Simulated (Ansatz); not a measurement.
`BC[SiH2][AlH2]`. The species carries charge 0 and has multiplicity 1. All single points use the PBE0-D4/def2-TZVP geometry. It is one conformer, not always the lowest.

```xyz
12

B     1.100   -0.105    1.685
C    -0.366    0.080    1.287
Si   -0.009   -0.630   -0.465
Al   -0.923    0.759   -2.267
H     1.884    0.793    1.556
H     1.492   -1.171    2.068
H    -1.101   -0.590    1.735
H    -0.743    1.098    1.202
H    -0.396   -2.067   -0.495
H     1.488   -0.620   -0.626
H    -1.408    0.125   -3.639
H    -1.019    2.328   -2.041
```

Q: What is the dipole moment at B3LYP/def2-TZVPP? (Best estimate.)

A: Ansatz gave: 1.52 D, with components (-1.30, 0.20, -0.76) D in this frame, pointing from negative to positive charge.

Q: And with PBE, r2SCAN, ωB97M-V? (Estimate.)

A: Computed: PBE 1.62 D, r2SCAN 1.54 D, ωB97M-V 1.54 D.

Q: Give the Mulliken charges with B3LYP, ωB97M-V, PBE in def2-TZVPP. (Best estimate.)

A: Computed: 
```csv
atom,B3LYP,ωB97M-V,PBE
B1,-0.11,-0.22,-0.13
C2,-0.27,-0.33,-0.22
Si3,0.08,-0.01,0.01
Al4,0.40,0.37,0.35
H5,0.02,0.08,0.02
H6,0.03,0.09,0.03
H7,0.12,0.14,0.12
H8,0.11,0.12,0.11
H9,-0.06,-0.01,-0.05
H10,-0.06,-0.01,-0.03
H11,-0.13,-0.10,-0.10
H12,-0.13,-0.10,-0.11
```

B3LYP here is the variant with VWN-RPA as its local correlation; programs differ in this.
